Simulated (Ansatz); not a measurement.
`C[SiH2][CH2][AlH2]` + `C[Te]B(O)O` → `C[SiH2][Te]B(O)O` + `C[CH2][AlH2]`  (redistribution)

Program: Ansatz. Geometries: PBE0-D4/def2-TZVP. ΔE: electronic, gas phase. CCSD(T)/CBS adds triple-zeta CCSD(T) − MP2 to the extrapolated MP2 energy (def2 sets, frozen cores). DFT in def2-TZVPP. B3LYP here is the variant with VWN-RPA as its local correlation; programs differ in this. Elements past krypton have def2 core potentials. For Te outer-core shells are correlated without core-valence functions, which leaves a few kJ/mol of doubt a bond. Each species was taken in one conformer, which may not be the lowest.

`C[SiH2][CH2][AlH2]`:

Z-matrix (Å, degrees):
```
C
Si 1 1.872
H 1 1.093 2 110.7
H 1 1.093 2 111.3 3 119.8
H 1 1.092 2 111.0 3 -119.8
C 2 1.870 1 111.0 3 -61.8
H 2 1.496 1 108.8 3 178.0
H 2 1.491 1 109.5 3 61.8
Al 6 1.945 2 112.1 1 -73.2
H 6 1.096 2 107.4 1 48.7
H 6 1.095 2 108.8 1 165.6
H 9 1.588 6 120.3 2 -102.5
H 9 1.590 6 120.0 2 75.7
```

`C[Te]B(O)O`:

Z-matrix (Å, degrees):
```
C
Te 1 2.142
H 1 1.086 2 109.1
H 1 1.088 2 107.1 3 -119.5
H 1 1.086 2 109.1 3 120.9
B 2 2.177 1 95.1 3 -60.5
O 6 1.356 2 117.9 1 -0.1
O 6 1.364 2 123.1 1 179.9
H 7 0.963 6 111.8 2 -180.0
H 8 0.958 6 115.2 2 -0.1
```

`C[SiH2][Te]B(O)O`:

Z-matrix (Å, degrees):
```
C
Si 1 1.870
H 1 1.092 2 111.0
H 1 1.093 2 110.0 3 -119.7
H 1 1.092 2 111.0 3 120.6
Te 2 2.503 1 107.5 3 -60.3
H 2 1.485 1 110.8 3 59.1
H 2 1.485 1 110.8 3 -179.6
B 6 2.186 2 93.1 1 -179.9
O 9 1.355 6 118.4 2 -0.1
O 9 1.361 6 122.4 2 179.9
H 10 0.964 9 112.2 6 180.0
H 11 0.958 9 114.9 6 -0.0
```

`C[CH2][AlH2]`:

```xyz
10

C    -0.304   -0.391    1.238
C    -0.074   -0.580   -0.261
Al    0.442    1.007   -1.285
H    -0.588   -1.324    1.734
H    -1.097    0.335    1.436
H     0.593   -0.019    1.740
H    -0.974   -0.994   -0.737
H     0.694   -1.346   -0.437
H     0.710    0.887   -2.850
H     0.598    2.425   -0.577
```

(1) Is it downhill or uphill in electronic energy at CCSD(T)/CBS, and by how much? (An estimate is asked.)

(2) What do these levels give: PBE-D4, r2SCAN-D4, B3LYP-D4, ωB97M-V, B2PLYP, PBE, r2SCAN, PBE0, HF/def2-TZVPP, CCSD/def2-TZVPP, SCS-MP2/def2-QZVPP, MP2/CBS(def2)? (Estimate.)

Largest T1 diagnostic among the species: 0.012.

Results:

(1) Computed: Downhill: ΔE = -27.2 kJ/mol.

(2) The calculation gave: PBE-D4 -30.9, r2SCAN-D4 -28.1, B3LYP-D4 -29.0, ωB97M-V -28.5, B2PLYP -28.5, PBE -31.0, r2SCAN -28.2, PBE0 -33.6, HF/def2-TZVPP -35.4, CCSD/def2-TZVPP -27.2, SCS-MP2/def2-QZVPP -28.3, MP2/CBS(def2) -30.3 kJ/mol.

In def2-TZVPP, CCSD(T) changes the Hartree–Fock value by +9.6 kJ/mol (the triples alone add +1.4 kJ/mol) and MP2 by +6.4 kJ/mol.
